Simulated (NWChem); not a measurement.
SnCl4; SMILES [Cl][Sn]([Cl])([Cl])[Cl]

Program: NWChem. STO-3G and 3-21G are far too small for this property and stand as cheap habits. Structure relaxed at the PBE0/def2-SVP level. def2 effective core potentials on Sn; no spin-orbit coupling. Field at 589 nm.

For level B3LYP/def2-SVP (core potentials):

```
Quantity                          Result
--------------------------------  ------
isotropic polarisability (bohr³)    71.8
```

### Question
Estimate the same quantities for level B3LYP/STO-3G (all-electron, non-relativistic).

### Answer
isotropic polarisability (bohr³): 35.7
